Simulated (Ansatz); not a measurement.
System: sum formula SiP2H5, net charge 0, doublet state. It need not be the lowest isomer of its formula. SMILES: P[SiH]P
Structure (B3LYP-D3(BJ)/def2-TZVP (Ansatz, a program for electronic structure) minimum search):
```xyz
8

P      1.9457     0.2100    -0.2277
Si    -0.2425     0.7852    -0.2391
P     -1.6281    -0.8211     0.5696
H      1.8981    -0.3322     1.0823
H      1.7552    -1.0537    -0.8536
H     -0.5911     1.2829    -1.5984
H     -2.8169    -0.1304     0.2147
H     -1.6140    -1.5922    -0.6258
```
Charge 0, spin multiplicity 2.

Quantity: atomisation energy (electronic, to ground-state atoms), in eV. Correlated levels leave the core frozen unless marked. Open shells are spin-unrestricted. No spin-orbit coupling. No relativistic terms. The coupled-cluster limit lacks core correlation, which all-electron functionals hold. CBS(X,Y): correlation extrapolated as X^-3; Hartree-Fock from the larger set.

```
level                                                program  atomisation energy (eV)
--------------------------------------------  --------------  -----------------------
B3LYP/def2-TZVPD                                      Ansatz                    21.48
PBE0/STO-3G                                           Ansatz                    28.65
PBE0-D3(BJ)/def2-TZVPD                        Ansatz + dftd3                    21.57
PBE0/def2-TZVP                                        Ansatz                        ?
r2SCANh-D4/def2-TZVPD                         Ansatz + dftd4                        ?
PBE-QIDH/def2-TZVPD                                   Ansatz                        ?
SCS-MP2/cc-pV(D+d)Z                                   Ansatz                    19.13
CCSD/6-31G*                                           Ansatz                    17.66
CCSD/cc-pV(T+d)Z                                      Ansatz                        ?
CCSD(T)/CBS(aug-cc-pV(T+d)Z,aug-cc-pV(Q+d)Z)          Ansatz                    21.57
```

Problem. Fill in the missing entries.

Solution. 
- PBE0/def2-TZVP, atomisation energy (eV): 21.35
- r2SCANh-D4/def2-TZVPD, atomisation energy (eV): 21.61
- PBE-QIDH/def2-TZVPD, atomisation energy (eV): 21.03
- CCSD/cc-pV(T+d)Z, atomisation energy (eV): 20.39
